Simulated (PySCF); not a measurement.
Compound: C6H7Cl.
SMILES with atom numbers: `[Cl:1][C:2]1=[CH:3][CH2:4][C@@H:5]2[CH2:6][C@H:7]12`

Structure used (GFN2-xTB), in Å, numbered top down from 1:
```xyz
14
C6H7Cl angstrom
Cl    -0.712    2.970   -0.301
C     -0.130    1.380   -0.021
C      1.136    0.980   -0.081
C      1.268   -0.474    0.273
C     -0.168   -0.931    0.476
C     -1.072   -0.836   -0.712
C     -1.060    0.275    0.306
H      1.984    1.588   -0.337
H      1.858   -0.596    1.185
H      1.767   -1.034   -0.520
H     -0.361   -1.682    1.227
H     -1.941   -1.476   -0.738
H     -0.633   -0.643   -1.679
H     -1.936    0.479    0.900
```

NICS = −σ at a ghost point: NICS(0) at the centroid of the ring atoms, NICS(1) 1 Å to either side along the normal of their mean plane, zz for the tensor component along that normal. Level: GIAO PBE0/pcSseg-1 (PySCF, non-relativistic, gas phase) on the GFN2-xTB geometry, one conformer.

Rings: 1. C2–C3–C4–C5–C7; 2. C5–C6–C7.

```json
{"set": "P", "NICS(0)": "-42.4", "NICS(1), two faces": "-9.2 / -7.5", "NICS(1)zz, two faces": "-24.2 / -19.9"}
{"set": "Q", "NICS(0)": "-6.4", "NICS(1), two faces": "-6.0 / -2.2", "NICS(1)zz, two faces": "-2.2 / -1.8"}
```

Question: Which set (ppm) belongs to which ring?

Answer: P = 2, Q = 1.
- 1 (5-membered carbocycle; formal bonds 1 double, 4 single): mean NICS(1)zz -2.0 ppm, near zero. C4, C5, C7 have four or more neighbours, so the value isn't read as a sign of a π ring current.
- 2 (3-membered carbocycle; formal bonds all single): mean NICS(1)zz -22.1 ppm, shielded. C5, C6, C7 have four or more neighbours, and the NICS criterion for π rings isn't applied.

Question: How do the rings differ in shape?

Answer: 
```csv
ring,bond lengths (Å),rms pucker (Å),HOMA,nearest outside atom to a NICS(1) probe (Å)
1,"1.329, 1.503, 1.520, 1.510, 1.481",0.01,–,hydrogen 1.35
2,"1.496, 1.507, 1.510",0.00,–,hydrogen 1.45
```

The run took 17 s of wall time on one thread of an Arm Neoverse V2, no GPU (shared host), and the process peaked at 0.73 GiB of memory. This is the whole shielding run at PBE0/pcSseg-1, SCF included.
